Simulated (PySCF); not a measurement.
PySCF job for Ti(F)3(OH) (F3HOTi), SMILES [OH][Ti]([F])([F])[F], multiplicity 1, TDDFT-B3LYP/def2-SVPD. Geometry: PBE0-D3(BJ)/def2-SVP. The geometry has at least one imaginary mode, so it is a saddle point at that level. The spin state was assumed, not searched. Other conformers were not sampled.

```python
import numpy as np
from pyscf import gto, scf, dft, tdscf

mol = gto.M(
    atom='''
    Ti    0.00000000    0.00000000   -0.00867907
    F    -1.41321199    0.81591832   -0.60271605
    F     0.00000002   -1.63183666   -0.60271602
    F     1.41321200    0.81591833   -0.60271600
    O    -0.00000003   -0.00000000    1.72274877
    H    -0.00000004   -0.00000001    2.68228206
    ''',
    basis='def2-SVPD',
    charge=0,
    spin=0,
    symmetry=True,
    max_memory=1600,
    verbose=4,
)
mf = dft.RKS(mol, xc='b3lyp').density_fit(auxbasis='def2-universal-jkfit')
mf.grids.level = 3
mf.conv_tol = 1e-9
mf.max_cycle = 100
mf.kernel()
mf.grids = dft.Grids(mol).set(level=1).build(with_non0tab=True)  # coarser grid for the response kernel
td = tdscf.TDDFT(mf)
td.singlet = True
td.nstates = 10
td.conv_tol = 1e-4
td.positive_eig_threshold = 1e-6
td.kernel(x0=td.get_init_guess(mf, 15))
td.analyze()
tt = tdscf.TDA(mf)
tt.singlet = False
tt.nstates = 4
tt.conv_tol = 1e-4
tt.positive_eig_threshold = 1e-6
tt.kernel(x0=tt.get_init_guess(mf, 9))
tt.analyze(verbose=3)
```

It prints:

```
PySCF version 2.14.0

[INPUT] verbose = 4
[INPUT] num. atoms = 6
[INPUT] num. electrons = 58
[INPUT] charge = 0
[INPUT] spin (= nelec alpha-beta = 2S) = 0
[INPUT] symmetry True subgroup None
[INPUT] Mole.unit = angstrom
[INPUT] Symbol           X                Y                Z      unit          X                Y                Z       unit  Magmom
[INPUT]  1 Ti     0.000000000000   0.000000000000  -0.008679070000 AA    0.000000000000   0.000000000000  -0.016401065316 Bohr   0.0
[INPUT]  2 F     -1.413211990000   0.815918320000  -0.602716050000 AA   -2.670583617052   1.541862164815  -1.138968265380 Bohr   0.0
[INPUT]  3 F      0.000000020000  -1.631836660000  -0.602716020000 AA    0.000000037795  -3.083724367425  -1.138968208688 Bohr   0.0
[INPUT]  4 F      1.413212000000   0.815918330000  -0.602716000000 AA    2.670583635949   1.541862183712  -1.138968170893 Bohr   0.0
[INPUT]  5 O     -0.000000030000   0.000000000000   1.722748770000 AA   -0.000000056692   0.000000000000   3.255523356731 Bohr   0.0
[INPUT]  6 H     -0.000000040000  -0.000000010000   2.682282060000 AA   -0.000000075589  -0.000000018897   5.068778482234 Bohr   0.0

nuclear repulsion = 333.158888463306
point group symmetry = C3v, use subgroup Cs
symmetry origin: [-3.25814884e-10 -3.25814852e-09  1.62907419e-09]
symmetry axis x: [-5.44065068e-09  1.00000000e+00  9.58888144e-09]
symmetry axis y: [-9.90729964e-09 -9.58888149e-09  1.00000000e+00]
symmetry axis z: [1.00000000e+00 5.44065058e-09 9.90729969e-09]
num. orbitals of irrep A' = 84
num. orbitals of irrep A" = 50
number of shells = 52
number of NR pGTOs = 218
number of NR cGTOs = 134
basis = def2-SVPD
ecp = {}


[settings echo left out]
init E= -1224.56661068978
HOMO (A") = -0.492598494223556  LUMO (A') = -0.122343748993377  gap/eV = 10.07514
cycle= 1 E= -1224.36068872363  delta_E= 0.206  |g|= 1.43  |ddm|= 3.21
HOMO (A") = -0.262461523172852  LUMO (A') = -0.203194814100934  gap/eV = 1.61273
cycle= 2 E= -1214.44042788613  delta_E= 9.92  |g|= 7.86  |ddm|= 4.07
HOMO (A') = -0.320265398893698  LUMO (A') = -0.0404821593191353  gap/eV = 7.61329
cycle= 3 E= -1224.60108981767  delta_E= -10.2  |g|= 0.98  |ddm|= 3.24
HOMO (A") = -0.366394858734964  LUMO (A') = -0.142555524315675  gap/eV = 6.09098
cycle= 4 E= -1224.71963897146  delta_E= -0.119  |g|= 0.424  |ddm|= 0.691
HOMO (A") = -0.397724535008869  LUMO (A') = -0.121828782354267  gap/eV = 7.50751
cycle= 5 E= -1224.75239607752  delta_E= -0.0328  |g|= 0.145  |ddm|= 0.267
HOMO (A") = -0.383553340401192  LUMO (A') = -0.103974988144373  gap/eV = 7.60771
cycle= 6 E= -1224.75653149564  delta_E= -0.00414  |g|= 0.0336  |ddm|= 0.0907
HOMO (A") = -0.386421235284937  LUMO (A') = -0.102674178580816  gap/eV = 7.72115
cycle= 7 E= -1224.75675137145  delta_E= -0.00022  |g|= 0.00472  |ddm|= 0.0213
HOMO (A") = -0.386515817443128  LUMO (A') = -0.102380929292687  gap/eV = 7.73170
cycle= 8 E= -1224.75675556724  delta_E= -4.2e-06  |g|= 0.00065  |ddm|= 0.00288
HOMO (A") = -0.386483072282258  LUMO (A') = -0.10238748030096  gap/eV = 7.73063
cycle= 9 E= -1224.75675563892  delta_E= -7.17e-08  |g|= 0.000162  |ddm|= 0.000435
HOMO (A") = -0.386467235384245  LUMO (A') = -0.102397198375957  gap/eV = 7.72994
cycle= 10 E= -1224.75675564463  delta_E= -5.71e-09  |g|= 1.4e-05  |ddm|= 0.000128
HOMO (A") = -0.386468720176019  LUMO (A') = -0.1023977302128  gap/eV = 7.72997
cycle= 11 E= -1224.75675564469  delta_E= -5.55e-11  |g|= 5e-06  |ddm|= 1.72e-05
HOMO (A") = -0.386467949537799  LUMO (A') = -0.102397760831049  gap/eV = 7.72994
Extra cycle  E= -1224.75675564468  delta_E= 7.5e-12  |g|= 1.01e-05  |ddm|= 9.02e-06
converged SCF energy = -1224.75675564468
tot grids = 31008
Overwritten attributes  positive_eig_threshold  of <class 'pyscf.tdscf.rks.TDDFT'>


******** <class 'pyscf.tdscf.rks.TDDFT'> for <class 'pyscf.df.df_jk.DFSymAdaptedRKS'> ********
nstates = 10 singlet
deg_eia_thresh = 1.000e-03
wfnsym = None
conv_tol = 0.0001
eigh lindep = 1e-12
eigh level_shift = 0
eigh max_cycle = 100


Excitation energies (eV)
[6.05886647 6.18287909 6.18296438 6.70247853 7.05963252 7.05964306
 7.36361408 7.40838134 7.40855782 7.44251743]

** Singlet excitation energies and oscillator strengths **
Excited State   1:   A"      6.05887 eV    204.63 nm  f=0.0000
      28 -> 31        0.49742
      29 -> 30       -0.49780
Excited State   2:   A'      6.18288 eV    200.53 nm  f=0.0019
      28 -> 30       -0.49766
      29 -> 31        0.49758
Excited State   3:   A"      6.18296 eV    200.53 nm  f=0.0019
      28 -> 31        0.49781
      29 -> 30        0.49743
Excited State   4:   A'      6.70248 eV    184.98 nm  f=0.0354
      28 -> 30        0.43756
      28 -> 34        0.23527
      29 -> 31        0.43764
      29 -> 33        0.23530
Excited State   5:   A"      7.05963 eV    175.62 nm  f=0.0014
      29 -> 32        0.70044
Excited State   6:   A'      7.05964 eV    175.62 nm  f=0.0014
      28 -> 32        0.70043
Excited State   7:   A"      7.36361 eV    168.37 nm  f=0.0000
      28 -> 33       -0.49293
      29 -> 34        0.49178
Excited State   8:   A"      7.40838 eV    167.36 nm  f=0.0021
      25 -> 30        0.24779
      26 -> 31       -0.24789
      27 -> 30        0.58389
      28 -> 33        0.12309
      29 -> 34        0.12344
Excited State   9:   A'      7.40856 eV    167.35 nm  f=0.0022
      25 -> 31        0.24795
      26 -> 30        0.24808
      27 -> 31       -0.58394
      28 -> 34       -0.12270
      29 -> 33        0.12284
Excited State  10:   A"      7.44252 eV    166.59 nm  f=0.0014
      27 -> 30       -0.21850
      28 -> 33        0.47003
      29 -> 34        0.47115

** Transition electric dipole moments (AU) **
state          X           Y           Z        Dip. S.      Osc.
  1        -0.0000     -0.0000     -0.0000      0.0000      0.0000
  2        -0.0000      0.1107      0.0001      0.0123      0.0019
  3         0.1106     -0.0000      0.0000      0.0122      0.0019
  4        -0.0000      0.0000     -0.4644      0.2157      0.0354
  5        -0.0893      0.0000     -0.0000      0.0080      0.0014
  6         0.0000     -0.0892     -0.0001      0.0080      0.0014
  7        -0.0001     -0.0000      0.0000      0.0000      0.0000
  8        -0.1088      0.0000     -0.0000      0.0118      0.0021
  9        -0.0000     -0.1090     -0.0000      0.0119      0.0022
 10         0.0885     -0.0000      0.0000      0.0078      0.0014

** Transition velocity dipole moments (imaginary part, AU) **
state          X           Y           Z        Dip. S.      Osc.
  1        -0.0000      0.0000      0.0000      0.0000      0.0000
  2         0.0000      0.0225      0.0000      0.0005      0.0015
  3         0.0225      0.0000      0.0000      0.0005      0.0015
  4         0.0000     -0.0000     -0.1124      0.0126      0.0342
  5        -0.0163      0.0000      0.0000      0.0003      0.0007
  6        -0.0000     -0.0163     -0.0000      0.0003      0.0007
  7        -0.0000      0.0000      0.0000      0.0000      0.0000
  8        -0.0274     -0.0000     -0.0000      0.0008      0.0018
  9        -0.0000     -0.0274     -0.0000      0.0008      0.0018
 10         0.0198     -0.0000      0.0000      0.0004      0.0010

** Transition magnetic dipole moments (imaginary part, AU) **
state          X           Y           Z
  1         0.0000      0.0000     -0.4114
  2         0.2293      0.0000      0.0000
  3         0.0000     -0.2291     -0.0002
  4        -0.0001      0.0000     -0.0000
  5        -0.0000      0.3471     -0.0000
  6        -0.3472     -0.0000      0.0000
  7         0.0000      0.0007      0.0643
  8         0.0000     -0.5028      0.0001
  9         0.5023     -0.0000      0.0000
 10        -0.0000     -0.3897      0.0001
Overwritten attributes  positive_eig_threshold  of <class 'pyscf.tdscf.rks.TDA'>


******** <class 'pyscf.tdscf.rks.TDA'> for <class 'pyscf.df.df_jk.DFSymAdaptedRKS'> ********
nstates = 4 triplet
deg_eia_thresh = 1.000e-03
wfnsym = None
conv_tol = 0.0001
eigh lindep = 1e-12
eigh level_shift = 0
eigh max_cycle = 100


Excitation energies (eV)
[5.70027004 5.85552948 5.85566344 6.04222741]

** Triplet excitation energies and oscillator strengths **
Excited State   1:   A'      5.70027 eV    217.51 nm  f=0.0000
Excited State   2:   A'      5.85553 eV    211.74 nm  f=0.0000
Excited State   3:   A"      5.85566 eV    211.73 nm  f=0.0000
Excited State   4:   A"      6.04223 eV    205.20 nm  f=0.0000
```

Self-consistency was reached.
